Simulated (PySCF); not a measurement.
F₆Ti (SMILES [F][Ti-2]([F])([F])([F])([F])[F]), charge -2, singlet, geometry from GFN2-xTB (such geometries of metal compounds can be far from the true shape) (in this run its highest filled SCF level lies above zero, so its values depend strongly on the basis, on diffuse functions most of all). Base run: DF-SVWN5/cc-pVDZ run with PySCF.

The PySCF input:
```python
from pyscf import gto, scf, dft

mol = gto.Mole()
mol.atom = '''
    Ti   -0.000000    0.000000    0.000000
    F     1.103508   -0.457569   -1.419185
    F    -1.103508    0.457569    1.419185
    F    -1.179883    0.811629   -1.179118
    F    -0.911774   -1.604081   -0.191781
    F     0.911774    1.604081    0.191781
    F     1.179883   -0.811629    1.179118
'''
mol.basis = 'cc-pvdz'
mol.charge = -2
mol.spin = 0
mol.verbose = 4
mol.build()

mf = dft.RKS(mol)
mf.xc = 'lda,vwn'
mf = mf.density_fit(auxbasis='def2-universal-jkfit')
mf.kernel()
mf.analyze()
```

Each row names what was changed in the base input (with any setting that the change needs).

```json
[
 {"change": "base", "ΔE vs base (µEh)": "0.0", "SCF cycles": "11", "outcome": "converged"},
 {"change": "diis = off; damp = 0.6 (with mf.diis_start_cycle = 200; with mf.max_cycle = 150)", "ΔE vs base (µEh)": "0.0", "SCF cycles": "78", "outcome": "converged"},
 {"change": "level_shift = 0.5 (with mf.max_cycle = 100)", "ΔE vs base (µEh)": "0.0", "SCF cycles": "23", "outcome": "converged"},
 {"change": "DIIS = ADIIS", "ΔE vs base (µEh)": "0.0", "SCF cycles": "23", "outcome": "converged"},
 {"change": "level_shift = 1.0 (with mf.max_cycle = 100)", "ΔE vs base (µEh)": "0.0", "SCF cycles": "39", "outcome": "converged"},
 {"change": "conv_tol = 1e-11", "ΔE vs base (µEh)": "0.0", "SCF cycles": "12", "outcome": "converged"},
 {"change": "level_shift = 0.1 (with mf.max_cycle = 100)", "ΔE vs base (µEh)": "0.0", "SCF cycles": "13", "outcome": "converged"},
 {"change": "conv_tol_grad = 1e-7", "ΔE vs base (µEh)": "0.0", "SCF cycles": "12", "outcome": "converged"},
 {"change": "solver = newton; init_guess = 1e", "ΔE vs base (µEh)": "-", "SCF cycles": "-", "outcome": "cut at the time limit"},
 {"change": "init_guess = sap", "ΔE vs base (µEh)": "0.0", "SCF cycles": "11", "outcome": "converged"},
 {"change": "init_guess = atom", "ΔE vs base (µEh)": "0.0", "SCF cycles": "10", "outcome": "converged"},
 {"change": "level_shift = 0.3 (with mf.max_cycle = 100)", "ΔE vs base (µEh)": "0.0", "SCF cycles": "18", "outcome": "converged"},
 {"change": "diis = off (with mf.max_cycle = 100)", "ΔE vs base (µEh)": "-", "SCF cycles": "100", "outcome": "not converged"}
]
```
